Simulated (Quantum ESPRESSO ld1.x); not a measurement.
Ge3+, 29 electrons, occupied as [Ar] 3d10 4s1. Calculated with ld1.x of Quantum ESPRESSO 7.5: scalar-relativistic Kohn-Sham, LDA (Slater exchange, Perdew-Zunger correlation), spin-polarised, spherical densities, point nucleus; open shells are filled with parallel spins first.

Unscreened Slater integrals over Kohn-Sham orbitals (cm^-1). They are taken over the spin-up orbitals. Empty in this configuration: 4p.

\begin{tabular}{lr}
integral & value \\ \hline
F0(4s,4s) & 107570 \\
F0(4s,3d) & 135380 \\
G2(4s,3d) & 14391 \\
F0(4s,3p) & 137130 \\
G1(4s,3p) & 9507.8 \\
F0(4s,3s) & 137570 \\
G0(4s,3s) & 6950.6 \\
F0(4s,4p) & 99557 \\
G1(4s,4p) & 66939 \\
F0(3d,3d) & 279040 \\
F2(3d,3d) & 130080 \\
F4(3d,3d) & 81110 \\
F0(3d,3p) & 290980 \\
F2(3d,3p) & 137830 \\
G1(3d,3p) & 169030 \\
G3(3d,3p) & 103260 \\
F0(3d,3s) & 295390 \\
G2(3d,3s) & 128410 \\
F0(3d,4p) & 119590 \\
F2(3d,4p) & 27070 \\
G1(3d,4p) & 10588 \\
G3(3d,4p) & 9336.4 \\
F0(3p,3p) & 306360 \\
F2(3p,3p) & 152880 \\
F0(3p,3s) & 311010 \\
G1(3p,3s) & 205430 \\
F0(3p,4p) & 120870 \\
F2(3p,4p) & 24057 \\
G0(3p,4p) & 6275.9 \\
G2(3p,4p) & 7210.8 \\
F0(3s,3s) & 316120 \\
F0(3s,4p) & 121170 \\
G1(3s,4p) & 7020.4 \\
F0(4p,4p) & 93354 \\
F2(4p,4p) & 49874 \\
\end{tabular}
